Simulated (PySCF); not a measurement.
Stretching SrB

Set-up: Sr def2-SVPD with ECP28, B def2-SVPD; scalar-relativistic core potentials (PySCF 2.14). Energies in eV from Sr + B in their ground configurations at the same level. State: ⁴Σ⁻ (quartet), unpaired electrons σ ↑, π ↑↑.

All columns are TPSSh. A positive dipole means Sr(−)B(+).

```
R (Å)  E (eV)  μ (D)  Mulliken charge on Sr (basis-dependent)  HOMO (eV)  LUMO (eV)  Mayer bond order  ⟨S²⟩
2.125  -0.522  -4.52                                     0.15      -3.45      -2.01              1.97  3.76
2.224  -0.842  -4.85                                     0.23      -3.55      -2.13              1.88  3.76
2.323  -1.026  -5.14                                     0.29      -3.64      -2.25              1.80  3.76
2.397  -1.094  -5.33                                     0.33      -3.71      -2.33              1.73  3.76
2.471  -1.115  -5.49                                     0.35      -3.64      -2.42              1.66  3.76
2.545  -1.098  -5.63                                     0.38      -3.59      -2.50              1.59  3.76
2.644  -1.031  -5.81                                     0.40      -3.52      -2.61              1.50  3.76
2.768  -0.898  -6.02                                     0.42      -3.45      -2.74              1.39  3.77
2.916  -0.695  -6.30                                     0.44      -3.37      -2.87              1.27  3.77
3.114  -0.395  -6.72                                     0.44      -3.26      -3.00              1.15  3.77
```

A fit through these points gives, at Re = 2.472 Å, μ = -5.49 D and dμ/dR = -2.05 D/Å; the reduced mass is 9.784 u.

Question: How strong is the fundamental in the double-harmonic approximation, I = 42.26·(dμ/dR)²/μred km/mol?

Answer: I = 42.26·(-2.05)²/9.784 = 18.2 km/mol at TPSSh.

Spin–orbit coupling is left out. The state was picked by a PBE0 search and need not be the measured ground state.
